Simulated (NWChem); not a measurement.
Molecule: C2H8Si; SMILES [SiH3]CC

```xyz
11

Si     0.0931    -1.1467     0.0021
C     -0.6546     0.5866     0.0024
C      0.3711     1.7173    -0.0053
H     -0.9826    -2.1868     0.0118
H      0.9421    -1.3551    -1.2138
H      0.9571    -1.3480     1.2085
H     -1.3119     0.6651     0.8860
H     -1.3223     0.6623    -0.8735
H      1.0176     1.6738    -0.8963
H      1.0300     1.6743     0.8768
H     -0.1141     2.7063    -0.0021
```
Atoms are numbered in this order, from 1.

Results from NWChem. The geometry was optimised at PBE0/def2-SVP. Level: PBE0/def2-SVP with SMD (1 M gas to 1 M solution), gas-phase geometry. Reactions with the solvent are ignored.

For solvent water:

| Property | Result |
|---|---|
| solvation free energy (kcal/mol) | 2.3 |
| cavity-dispersion-structure term (kcal/mol) | 3.1 |
| dipole in solution (D) | 1.11 |

**Question.** Estimate the same quantities for solvent n-hexane.

**Answer.** The solvation free energy (kcal/mol) is -1.6. The cavity-dispersion-structure term (kcal/mol) comes out as -1.3 and the dipole in solution (D) comes out as 0.96.
